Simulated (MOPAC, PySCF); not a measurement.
C$_{3}$H$_{5}$N, SMILES `C(C#N)C`, neutral singlet in the gas phase. 

Cartesian coordinates (Å):
SMILES: C(C#N)C
```xyz
9

C     -0.9742     0.3157     0.0639
C      0.2788    -0.5616    -0.0511
C      1.5103     0.2213    -0.0495
N      2.4701     0.8546    -0.0467
H     -0.9615     0.8910     0.9891
H     -1.0372     1.0136    -0.7705
H     -1.8652    -0.3119     0.0585
H      0.3270    -1.2722     0.7773
H      0.2519    -1.1505    -0.9709
```
Charge 0, multiplicity 1.

All levels are single points at this geometry (B3LYP-D3(BJ)/def2-TZVP); Pople sets use spherical d functions. Orbital energies aren't observables, and empty levels follow the basis.

HF/STO-3G in PySCF gives HOMO (eV) = -10.94.

Question: Estimate the HOMO (eV) from each of these levels: B3LYP-D3(BJ)/def2-TZVP in PySCF; B3LYP/6-31G* in PySCF; BP86/6-31G* in PySCF; AM1 in MOPAC; PM7 in MOPAC.

Answer: 
```tsv
level	HOMO (eV)
B3LYP-D3(BJ)/def2-TZVP in PySCF	-9.09
B3LYP/6-31G* in PySCF	-8.79
BP86/6-31G* in PySCF	-7.76
AM1 in MOPAC	-12.16
PM7 in MOPAC	-12.41
```
